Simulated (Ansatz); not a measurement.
Cd₂SeF₂. Charge 0, multiplicity 1. Geometry PBE-D4/def2-SVP; atoms count from 1.

```
atom   x (Å)   y (Å)   z (Å)
 Cd1  -1.575   0.318   0.665
 Cd2   1.368  -0.487  -0.957
 Se3  -1.010  -0.824  -1.424
  F4   3.269  -0.230  -0.608
  F5  -2.051   1.223   2.324
```

In the def2 sets Cd takes a core potential; there is no spin–orbit coupling. The structure comes from a short search, and lower isomers may exist.

**Question.** Estimate the Mulliken populations from the PBE0/def2-TZVP orbitals of Ansatz.

**Answer.** 
```
atom  charge (e)  d electrons
 Cd1        0.80         9.99
 Cd2        0.80         9.99
 Se3       -0.46            –
  F4       -0.57            –
  F5       -0.57            –
```
Mulliken values and Mayer orders depend strongly on the basis.

**Question.** And the Mayer bond orders between bonded heavy atoms (over 0.3)?

**Answer.** Cd1–Se3 1.01 (2.45 Å); Cd1–F5 0.68 (1.95 Å); Cd2–Se3 1.01 (2.45 Å); Cd2–F4 0.68 (1.95 Å).
